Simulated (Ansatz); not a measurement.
Start from `[BH2][Zn][F]` and change one atom or group to get `[F][Zn][Cl]`.

Ansatz, PBE0-D4/def2-TZVP geometries, multiplicity 1. 

Outer-core shells of Zn are correlated without core-valence functions. Scalar relativity is left out up to krypton.

```json
{"property": "size of the dipole moment (B3LYP/def2-TZVPP) / D", "`[BH2][Zn][F]`": "2.90"}
{"property": "HOMO–LUMO gap (PBE0/def2-TZVPP) / eV", "`[BH2][Zn][F]`": "5.47"}
{"property": "LUMO energy (PBE0/def2-TZVPP) / eV", "`[BH2][Zn][F]`": "-2.94"}
{"property": "size of the dipole moment (PBE/def2-TZVPP) / D", "`[BH2][Zn][F]`": "2.72"}
{"property": "LUMO energy (B3LYP/def2-TZVPP) / eV", "`[BH2][Zn][F]`": "-3.18"}
{"property": "vertical ionisation energy (CCSD(T)/def2-TZVPP) / eV", "`[BH2][Zn][F]`": "10.79"}
```

Q: What does the change do to each property? (Best estimate.)

A: The calculation gave: 
```json
{"property": "size of the dipole moment (B3LYP/def2-TZVPP) / D", "`[F][Zn][Cl]`": "0.71", "shift": "-2.19"}
{"property": "HOMO–LUMO gap (PBE0/def2-TZVPP) / eV", "`[F][Zn][Cl]`": "7.64", "shift": "2.17"}
{"property": "LUMO energy (PBE0/def2-TZVPP) / eV", "`[F][Zn][Cl]`": "-1.79", "shift": "1.15"}
{"property": "size of the dipole moment (PBE/def2-TZVPP) / D", "`[F][Zn][Cl]`": "0.65", "shift": "-2.07"}
{"property": "LUMO energy (B3LYP/def2-TZVPP) / eV", "`[F][Zn][Cl]`": "-2.16", "shift": "1.02"}
{"property": "vertical ionisation energy (CCSD(T)/def2-TZVPP) / eV", "`[F][Zn][Cl]`": "12.07", "shift": "1.28"}
```

With PBE0 the HOMO falls by 1.02 eV and the LUMO rises by 1.15 eV, so the gap widens by about 2.17 eV. PBE moves the HOMO by -0.66 eV and ωB97M-V by -1.13 eV. The zero-point energy changes by -47.3 kJ/mol with -5 modes. Dipoles are sizes alone; their direction can turn.

B3LYP here is the variant with VWN-RPA as its local correlation; programs differ in this.
